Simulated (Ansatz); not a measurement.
NP, SMILES P#N (connectivity only; charge and spin as stated), charge +1, multiplicity 2.

Coordinates come from a B3LYP-D3(BJ)/def2-TZVPD optimisation. The multiplicity is an assumed one; other spin states were not compared.

Two levels are set side by side: PBE/def2-TZVPD (Ansatz, a first-principles code) and PBE0/def2-TZVPD (Ansatz). Energy differences of separate SCF runs at the same geometry; the states with an electron removed or added have multiplicity 3 and 1. Differences are taken from unrounded values.

```tsv
quantity	PBE0	PBE	PBE minus PBE0
vertical ionisation energy (eV)	20.97	21.17	0.20
vertical electron affinity (eV)	11.78	11.74	-0.04
```

On these quantities the two levels nearly agree.
